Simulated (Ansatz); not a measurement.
System: tris(ethenyl)-fluorosilane, C₆H₉FSi, net charge 0, singlet state. 
Structure (B3LYP-D3(BJ)/def2-TZVP (Ansatz, a quantum-chemistry and plane-wave program) minimum search):
SMILES: C=C[Si](C=C)(F)C=C
```xyz
17

C     -0.4004     2.0901     1.4508
C     -0.7606     1.5742     0.2769
Si     0.0761     0.1098    -0.4985
F      0.3143     0.4534    -2.0585
C      1.7382    -0.2005     0.2675
C      1.9911    -1.2196     1.0869
C     -0.9974    -1.4022    -0.4149
C     -2.0402    -1.5188     0.4054
H     -0.9150     2.9351     1.8963
H      0.4310     1.6857     2.0186
H     -1.6032     2.0242    -0.2443
H      2.5450     0.4975     0.0529
H      2.9652    -1.3727     1.5399
H      1.2286    -1.9488     1.3399
H     -0.7515    -2.2472    -1.0550
H     -2.6441    -2.4191     0.4528
H     -2.3356    -0.7120     1.0680
```

Parts of the frozen-core correlation energy in aug-cc-pV(D+d)Z (Ansatz, hartree). Frozen orbitals: 12; correlated occupied orbitals by spin: 22 and 22; virtual: 240 and 240. No spin-orbit coupling. No relativistic terms.

```json
[
 {"term": "reference (HF)", "value": "-620.88746"},
 {"term": "MP2 opposite-spin", "value": "[?]"},
 {"term": "MP2 same-spin", "value": "-0.27722"},
 {"term": "CCSD correlation", "value": "[?]"},
 {"term": "(T)", "value": "[?]"},
 {"term": "T1 diagnostic", "value": "0.012"},
 {"term": "largest doubles amplitude", "value": "0.032"}
]
```

**Question.** Some entries are withheld; supply them.

**Answer.** 
- MP2 opposite-spin, value: -0.84721
- CCSD correlation, value: -1.19739
- (T), value: -0.04602
